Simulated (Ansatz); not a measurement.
Species: CH$_{2}$O$_{3}$, net charge 0, singlet state. 
Structure (B3LYP-D3(BJ)/def2-TZVP (Ansatz, a program for electronic structure) minimum search):
SMILES: O=C(O)O
```xyz
6

O      1.1151    -0.6315     0.0422
C     -0.0043     0.1007    -0.0098
O     -0.0547     1.2964    -0.1267
O     -1.0581    -0.7186     0.0897
H      1.8553    -0.0133    -0.0319
H     -1.8479    -0.1617     0.0490
```
Charge 0, spin multiplicity 1.

Basis-set convergence of Hartree-Fock and MP2 correlation energies (hartree) with Ansatz. Valence correlation only, unless marked. Spin-orbit coupling is left out. No relativistic terms.

| basis | functions | E(HF) | E(corr, MP2) |
|---|---|---|---|
| aug-cc-pVDZ | 110 | -263.69947 | -0.71908 |
| aug-cc-pVTZ | 230 | ? | ? |

Complete the blanks.


- aug-cc-pVTZ, E(HF): -263.76446
- aug-cc-pVTZ, E(corr, MP2): -0.87734
